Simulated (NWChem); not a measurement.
Species: SiH$_{3}$TeF; SMILES F[Te][SiH3]

Computed with NWChem. Structure relaxed at the PBE0/def2-SVP level. def2 effective core potentials on Te; no spin-orbit coupling. Level M06-2X/def2-SVP: energy and gradient on several grids; changes count from the extra-fine grid, which is no exact limit either.

| grid | size of the energy change (μHa) | largest change of a gradient component (μHa/bohr) |
|---|---|---|
| xcoarse | 1000 | 4000 |
| coarse | 500 | 800 |
| medium | 40 | 90 |
| fine | < 10 | 80 |
| xfine | < 10 | < 30 |
